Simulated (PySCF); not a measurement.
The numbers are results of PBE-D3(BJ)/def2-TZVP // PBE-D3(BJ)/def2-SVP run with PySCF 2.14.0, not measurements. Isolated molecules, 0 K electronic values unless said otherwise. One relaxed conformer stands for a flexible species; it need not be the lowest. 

Reference species: [Nb(OH)(NH2)4] (neutral, multiplicity 1).

```yaml
charge on the central atom (Mulliken): 1.61 e
mean_distance_from_the_central_atom_to_its_bonded_neighbours: 1.998 Å
```

Changed species: [Nb(OH)4(NH2)] (1 of 5 OH replaced by NH2; the reference has 4 of 5 OH replaced by NH2).

Question: What does the change do to the charge on the central atom (Mulliken) and mean distance from the central atom to its bonded neighbours?

Answer: the charge on the central atom (Mulliken) stays essentially unchanged; the mean distance from the central atom to its bonded neighbours drops by 0.054 Å, to 1.944 Å.
